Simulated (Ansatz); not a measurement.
CH7Al2BOSi. Charge 0, multiplicity 1. The bonds changed during the relaxation, so this is another structure than the one it started from.

```json
{"atom": "B1", "x (Å)": "1.7029", "y (Å)": "-0.1424", "z (Å)": "0.1684"}
{"atom": "C2", "x (Å)": "0.9891", "y (Å)": "1.0687", "z (Å)": "-0.2684"}
{"atom": "Si3", "x (Å)": "-0.2422", "y (Å)": "1.9817", "z (Å)": "0.8313"}
{"atom": "O4", "x (Å)": "-1.2777", "y (Å)": "0.7257", "z (Å)": "1.1187"}
{"atom": "Al5", "x (Å)": "-0.5177", "y (Å)": "-0.4086", "z (Å)": "0.0488"}
{"atom": "Al6", "x (Å)": "-1.5506", "y (Å)": "-2.5262", "z (Å)": "-0.9975"}
{"atom": "H7", "x (Å)": "2.6627", "y (Å)": "-0.6733", "z (Å)": "-0.3026"}
{"atom": "H8", "x (Å)": "1.1320", "y (Å)": "-0.8464", "z (Å)": "1.0408"}
{"atom": "H9", "x (Å)": "1.3736", "y (Å)": "1.5913", "z (Å)": "-1.1415"}
{"atom": "H10", "x (Å)": "-0.8833", "y (Å)": "3.1029", "z (Å)": "0.0941"}
{"atom": "H11", "x (Å)": "0.3469", "y (Å)": "2.5205", "z (Å)": "2.0851"}
{"atom": "H12", "x (Å)": "-1.3200", "y (Å)": "-3.9592", "z (Å)": "-0.3483"}
{"atom": "H13", "x (Å)": "-2.4158", "y (Å)": "-2.4348", "z (Å)": "-2.3288"}
```

**Question.** What are the harmonic wavenumbers in cm⁻¹ at PBE0-D4/def2-TZVP (Ansatz, finite differences of forces, unscaled)? (Best estimate.)

**Answer.** Ansatz gave: 58, 75, 85, 179, 208, 233, 347, 383, 431, 476, 499, 528, 628, 646, 684, 735, 775, 846, 872, 904, 922, 952, 997, 1107, 1206, 1358, 1902, 1915, 2207, 2213, 2219, 2645, 3157.

**Question.** Is this a minimum?

**Answer.** Yes, all 33 modes are real.

**Question.** Give the ideal-gas thermochemistry at 298.15 K and 1 bar (rigid rotor, harmonic oscillator; point group C1, symmetry number 1).

**Answer.** Zero-point energy 193.7 kJ/mol; H(298) − E = 221.0 kJ/mol; entropy 399.1 J/(mol·K), of which translation 169.4, rotation 120.5, vibration 109.3; G(298) − E = 102.0 kJ/mol. Modes under 100 cm⁻¹ are hindered rotations or soft bends, so the harmonic entropy is rough.

**Question.** And at 400, 500, 600, 800 and 1000 K?

**Answer.** 
| T (K) | H − E (kJ/mol) | S (J/mol/K) | G − E (kJ/mol) |
| --- | --- | --- | --- |
| 400 | 237.6 | 446.9 | 58.9 |
| 500 | 256.5 | 488.8 | 12.1 |
| 600 | 277.2 | 526.6 | -38.7 |
| 800 | 323.0 | 592.3 | -150.8 |
| 1000 | 372.9 | 647.9 | -275.0 |
